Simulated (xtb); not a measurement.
GeHF, SMILES [GeH][F] (connectivity only; charge and spin as stated), neutral, multiplicity 1. All values are semi-empirical tight-binding results from xtb (GFN2-xTB unless named), good for trends rather than for accurate numbers. Geometry: GFN2-xTB.

For metal compounds this method's bond lengths and energies can be far off.

Q: Estimate the properties. (The exact figures need the calculation; the answer reports its results.)

A: 
```
Item                                           Result
-------------------------------------  --------------
point group as xtb finds it                        Cs
orbital gap                                   3.13 eV
zero-point energy                        3.6 kcal/mol
G − E(el) at 298.15 K (modified RRHO)  -12.0 kcal/mol
```
